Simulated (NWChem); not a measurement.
InCl, singlet; SMILES [Cl][In]

```xyz
2

In     0.0000     0.0000    -0.6259
Cl     0.0000     0.0000     1.8040
```
Atoms are numbered in this order, from 1.

All runs: NWChem. Low-valent species are run as closed-shell singlets; no triplet was tried in these runs. Structure relaxed at the PBE0/def2-SVP level. def2 effective core potentials on In; no spin-orbit coupling. B3LYP is NWChem's, with the RPA form of VWN correlation.

Order these runs by computing time, cheapest first, and give rough ratios: B3LYP/def2-TZVP; B3LYP/def2-QZVP; B3LYP/def2-SVP.

B3LYP/def2-SVP (1), B3LYP/def2-TZVP (4), B3LYP/def2-QZVP (40). Ratios are rough, from one shared machine; the cheapest took around 2.5 core-seconds (rough). What differs between the cheapest and the dearest: highest occupied level (eV) -6.96 → -7.19; orbital gap (eV) 5.04 → 5.09; dipole (D) 3.06 → 3.67.
